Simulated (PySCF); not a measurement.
**ZnI: script and output**

File input.py (PySCF 2.14):

```python
from pyscf import gto, scf, mp

mol = gto.M(
    atom='Zn 0 0 0; I 0 0 2.395',
    basis='lanl2dz',
    ecp={'Zn': 'lanl2dz', 'I': 'lanl2dz'},
    charge=0,
    spin=1,
    verbose=4,
)
mf = scf.UHF(mol)
mf.kernel()
mp.MP2(mf).kernel()
mf.dip_moment()
print('orbital energies (hartree):', [e[max(0, n-3):n+3].round(4) for e, n in zip(mf.mo_energy, mol.nelec)])
```

```bash
$ python input.py
```

Output (some set-up lines and the per-cycle HOMO/LUMO lines with their warnings removed):

```
PySCF version 2.14.0

[INPUT] Symbol           X                Y                Z      unit          X                Y                Z       unit  Magmom
[INPUT]  1 Zn     0.000000000000   0.000000000000   0.000000000000 AA    0.000000000000   0.000000000000   0.000000000000 Bohr   0.0
[INPUT]  2 I      0.000000000000   0.000000000000   2.395000000000 AA    0.000000000000   0.000000000000   4.525894068333 Bohr   0.0

nuclear repulsion = 18.5598687754823
number of shells = 10
number of NR pGTOs = 46
number of NR cGTOs = 26
basis = lanl2dz
ecp = {'Zn': 'lanl2dz', 'I': 'lanl2dz'}

******** <class 'pyscf.scf.uhf.UHF'> ********
method = UHF
initial guess = minao
damping factor = 0
level_shift factor = 0
DIIS = <class 'pyscf.scf.diis.CDIIS'>
SCF conv_tol = 1e-09
SCF max_cycles = 50
number electrons alpha = 10  beta = 9
init E= -67.263540065697

cycle= 1 E= -35.3119469583185  delta_E=   32  |g|= 2.14  |ddm|= 7.58
cycle= 2 E= -49.0352906803597  delta_E= -13.7  |g|= 3.06  |ddm|= 8.17
cycle= 3 E= -71.3552511596421  delta_E= -22.3  |g|= 2.69  |ddm|= 3.87
cycle= 4 E= -71.4911048507273  delta_E= -0.136  |g|= 2.67  |ddm|= 0.563
cycle= 5 E= -71.597917711436  delta_E= -0.107  |g|= 2.63  |ddm|= 0.186
cycle= 6 E= -72.41682533301  delta_E= -0.819  |g|= 2.38  |ddm|= 0.719
cycle= 7 E= -73.7867035867981  delta_E= -1.37  |g|= 1.65  |ddm|= 1.06
cycle= 8 E= -74.6146933419583  delta_E= -0.828  |g|= 0.381  |ddm|= 1.05
cycle= 9 E= -74.691126594741  delta_E= -0.0764  |g|= 0.119  |ddm|= 0.414
cycle= 10 E= -74.7031501365644  delta_E= -0.012  |g|= 0.0239  |ddm|= 0.18
cycle= 11 E= -74.7051632947964  delta_E= -0.00201  |g|= 0.00796  |ddm|= 0.103
cycle= 12 E= -74.7054344091213  delta_E= -0.000271  |g|= 0.0022  |ddm|= 0.0473
cycle= 13 E= -74.70544555289  delta_E= -1.11e-05  |g|= 0.000413  |ddm|= 0.00802
cycle= 14 E= -74.7054459857029  delta_E= -4.33e-07  |g|= 0.000105  |ddm|= 0.00141
cycle= 15 E= -74.7054460090324  delta_E= -2.33e-08  |g|= 2.05e-05  |ddm|= 0.000394
cycle= 16 E= -74.7054460098046  delta_E= -7.72e-10  |g|= 4.16e-06  |ddm|= 7.75e-05
Extra cycle  E= -74.705446009842  delta_E= -3.74e-11  |g|= 1.94e-06  |ddm|= 1.17e-05
converged SCF energy = -74.705446009842  <S^2> = 0.75576344  2S+1 = 2.0057552

******** <class 'pyscf.mp.ump2.UMP2'> ********
nocc = (np.int64(10), np.int64(9)), nmo = (26, 26)
E(UMP2) = -74.8969513335923  E_corr = -0.191505323750325
E(SCS-UMP2) = -74.8785973292465  E_corr = -0.173151319404486
E_corr(same-spin) = -0.0653712335721979
E_corr(oppo-spin) = -0.126134090178128
Dipole moment(X, Y, Z, Debye): -0.00000, -0.00000, -3.07835
orbital energies (hartree): [array([-0.3697, -0.3697, -0.3032,  0.0288,  0.0288,  0.0873]), array([-0.4195, -0.3665, -0.3665, -0.0059,  0.0551,  0.0551])]
```

In short: E(SCF) = -74.705446 Eh, E(MP2) − E(SCF) = -0.19151 Eh, ⟨S²⟩ = 0.756, μz(SCF) = -3.08 D.

Wall time 0.67 s on one thread of a shared host.

The bond length is a typed value, not an optimised one. No search for the lowest solution was made.
